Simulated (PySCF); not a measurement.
A species of formula C4H8OSi has this rotational fingerprint, computed with PySCF 2.14.0, PBE0-D3(BJ)/def2-SVP geometry optimisation, gas phase:

```
Rotational constants : A = 5424, B = 1896, C = 1601 MHz
Dipole components    : |μa| = 1.80 D, |μb| = 1.87 D, |μc| = 0.01 D
Inertial defect      : -43.97 u·Å²
κ                    : -0.85
```

Question: Which structure is it? (One computed conformer of each.)
A. `[CH:1]#[C:2][CH2:3][SiH2:4][O:5][CH3:6]` with C2–C3–Si4–O5 179°, C3–Si4–O5–C6 -179°
B. `[CH3:1][C@@H:2]1[CH:3]=[C:4]1[O:5][SiH3:6]` with C3–C4–O5–Si6 -173°
C. `[CH3:1][O:2][C@@H:3]1[CH:4]=[CH:5][SiH2:6]1` with C1–O2–C3–C4 177°
D. `[CH3:1][C:2](=[O:3])[SiH:4]1[CH2:5][CH2:6]1` with C1–C2–Si4–C5 -27°
E. `[CH3:1][O:2][C@H:3]1[CH:4]=[C:5]1[SiH3:6]` with C1–O2–C3–C4 -148°
F. `[SiH3:1][O:2][C:3]1=[CH:4][CH2:5][CH2:6]1` with Si1–O2–C3–C4 1°

Answer: D. It is CC(=O)[SiH]1CC1, an asymmetric top. The candidates at the same level (rigid rotor, commonest isotopes):

```csv
SMILES,A (MHz),B (MHz),C (MHz),μa (D),μb (D),μc (D),Δ (u·Å²),point group,rotor
CO[C@@H]1C=C[SiH2]1,5651,2171,1689,0.20,0.35,0.79,-23.03,C1,asymmetric top
C[C@@H]1C=C1O[SiH3],5313,1845,1465,0.63,0.94,0.14,-24.23,C1,asymmetric top
CO[C@H]1C=C1[SiH3],4895,1761,1378,0.54,0.22,0.60,-23.58,C1,asymmetric top
[SiH3]OC1=CCC1,9114,1594,1404,0.38,0.46,0.00,-12.47,Cs,near-prolate asymmetric top
CC(=O)[SiH]1CC1,5424,1896,1601,1.80,1.87,0.01,-43.97,near Cs,asymmetric top
C#CC[SiH2]OC,13950,1145,1086,1.16,0.31,0.00,-12.39,near Cs,near-prolate asymmetric top
```

`[SiH3]OC1=CCC1` has A 68 % too high; `C#CC[SiH2]OC` has A 157 % too high; `CO[C@@H]1C=C[SiH2]1` has B 15 % too high; `C[C@@H]1C=C1O[SiH3]` has C 8 % too low; `CO[C@H]1C=C1[SiH3]` has C 14 % too low. No structure here is proved a minimum.
